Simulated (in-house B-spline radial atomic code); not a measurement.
Response of the lithium ion Li⁺ as one setting changes: the radius of a hard wall (bohr). Method: PBE. A dash marks a strongly mixed or unbound state. A box has no continuum, so excitations may lie above minus the highest level. Computed with a B-spline radial code for spherical atoms: linear response of the closed shell 1s2 with the functional's adiabatic kernel; non-relativistic, point nucleus, no spin-orbit coupling, no double excitations, S, P, D and F terms only.

```json
{"radius of a hard wall (bohr)": "2.5", "lowest 1P (eV)": "1s → 2p 74.60", "lowest 3P, Tamm-Dancoff (eV)": "1s → 2p 70.80", "minus highest occupied level (eV)": "60.03", "α (bohr³)": "0.1846"}
{"radius of a hard wall (bohr)": "3", "lowest 1P (eV)": "?", "lowest 3P, Tamm-Dancoff (eV)": "?", "minus highest occupied level (eV)": "?", "α (bohr³)": "?"}
{"radius of a hard wall (bohr)": "3.5", "lowest 1P (eV)": "1s → 2p 62.33", "lowest 3P, Tamm-Dancoff (eV)": "1s → 2p 60.44", "minus highest occupied level (eV)": "60.40", "α (bohr³)": "0.206"}
{"radius of a hard wall (bohr)": "4", "lowest 1P (eV)": "?", "lowest 3P, Tamm-Dancoff (eV)": "?", "minus highest occupied level (eV)": "?", "α (bohr³)": "?"}
{"radius of a hard wall (bohr)": "4.5", "lowest 1P (eV)": "1s → 2p 58.35", "lowest 3P, Tamm-Dancoff (eV)": "1s → 2p 57.17", "minus highest occupied level (eV)": "60.41", "α (bohr³)": "0.2078"}
{"radius of a hard wall (bohr)": "5.5", "lowest 1P (eV)": "1s → 2p 56.84", "lowest 3P, Tamm-Dancoff (eV)": "1s → 2p 55.96", "minus highest occupied level (eV)": "60.41", "α (bohr³)": "0.2079"}
{"radius of a hard wall (bohr)": "6.5", "lowest 1P (eV)": "1s → 2p 56.20", "lowest 3P, Tamm-Dancoff (eV)": "1s → 2p 55.48", "minus highest occupied level (eV)": "60.41", "α (bohr³)": "0.2079"}
{"radius of a hard wall (bohr)": "8", "lowest 1P (eV)": "1s → 2p 55.83", "lowest 3P, Tamm-Dancoff (eV)": "1s → 2p 55.21", "minus highest occupied level (eV)": "60.41", "α (bohr³)": "0.2079"}
{"radius of a hard wall (bohr)": "10", "lowest 1P (eV)": "1s → 2p 55.70", "lowest 3P, Tamm-Dancoff (eV)": "1s → 2p 55.13", "minus highest occupied level (eV)": "60.41", "α (bohr³)": "0.2079"}
{"radius of a hard wall (bohr)": "15", "lowest 1P (eV)": "1s → 2p 55.67", "lowest 3P, Tamm-Dancoff (eV)": "1s → 2p 55.11", "minus highest occupied level (eV)": "60.41", "α (bohr³)": "0.2079"}
```

(1) What belongs in the row for 3?

(2) What belongs in the row for 4?

Results:

(1) lowest 1P (eV): 1s → 2p 66.68; lowest 3P, Tamm-Dancoff (eV): 1s → 2p 64.08; minus highest occupied level (eV): 60.34; α (bohr³): 0.2006.

(2) lowest 1P (eV): 1s → 2p 59.84; lowest 3P, Tamm-Dancoff (eV): 1s → 2p 58.38; minus highest occupied level (eV): 60.41; α (bohr³): 0.2075.
